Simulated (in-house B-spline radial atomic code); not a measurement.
Configurations of F4+, with energies counted from [He] 2s2 2p1. Level of theory: non-relativistic M06-2X, spin-polarised, spherical fractional occupations, exact exchange averaged over the configuration, point nucleus; calculated with a B-spline radial code for spherical atoms. Shells without spins written out take the highest spin.

| configuration | E - E(ref) (eV) | highest orbital | its <r> (bohr) |
| --- | --- | --- | --- |
| [He] 2s1 2p2 | 11.051 | 2p up | 0.7674 |
| [He] 2s2 3d1 | 74.591 | 3d up | 1.933 |
| [He] 2s1 2p1 3d1 | 85.402 | 3d up | 1.916 |

Q: Order these further configurations by energy, lowest first.
A. [He] 2s2 3s1
B. [He] 2s1 2p1 3s1
C. [He] 2s2 3p1

A: A (65.401 eV), C (70.021 eV), B (76.48 eV).
